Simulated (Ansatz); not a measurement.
Calculated with Ansatz (gas phase, PBE0-D4/def2-TZVP geometries, no zero-point term in ΔE). CCSD(T)/CBS is the MP2 limit (def2-TZVPP, def2-QZVPP) plus CCSD(T) − MP2 in def2-TZVPP, frozen cores. This one scheme is used for every species. DFT in def2-TZVPP. B3LYP here is the variant with VWN-RPA as its local correlation; programs differ in this. One conformer a species, not always the lowest.

`C=C[SiH](N)OC` + H₂ → `C=C[SiH2]N` + CH₃OH  (hydrogenolysis of the Si–O bond)

| level | ΔE (kJ/mol) | difference from CCSD(T)/CBS |
| --- | --- | --- |
| PBE-D4 | 90.1 | -7.4 |
| r2SCAN-D4 | 99.9 | 2.4 |
| PBE0-D4 | 89.5 | -8.0 |
| B3LYP-D4 | 97.9 | 0.4 |
| ωB97X-V | 94.6 | -2.9 |
| ωB97M-V | 97.7 | 0.2 |
| B2PLYP | 93.6 | -3.9 |
| PBE | 82.5 | -15.0 |
| r2SCAN | 97.5 | 0.0 |
| PBE0 | 82.8 | -14.7 |
| B3LYP | 86.1 | -11.4 |
| HF/def2-TZVPP | 83.0 | -14.5 |
| MP2/def2-TZVPP | 103.0 | 5.5 |
| SCS-MP2/def2-TZVPP | 97.8 | 0.3 |
| CCSD/def2-TZVPP | 92.6 | -4.9 |
| CCSD(T)/def2-TZVPP | 96.2 | -1.3 |
| HF/def2-QZVPP | 84.0 | -13.5 |
| MP2/def2-QZVPP | 104.0 | 6.5 |
| SCS-MP2/def2-QZVPP | 98.8 | 1.3 |
| HF/CBS(def2) | 84.1 | -13.4 |
| MP2/CBS(def2) | 104.2 | 6.7 |
| CCSD/CBS(def2) | 93.9 | -3.6 |
| CCSD(T)/CBS | 97.5 | 0 |

Largest T1 diagnostic among the species: 0.011.

The D4 term adds +11.8 kJ/mol with B3LYP and +6.7 kJ/mol with PBE0; it sums over pairs of atoms, weighted by their polarisabilities, and B3LYP, whose exchange is more repulsive, gets the larger term. In def2-TZVPP, CCSD(T) changes the Hartree–Fock value by +13.2 kJ/mol (the triples alone add +3.6 kJ/mol) and MP2 by +19.9 kJ/mol.
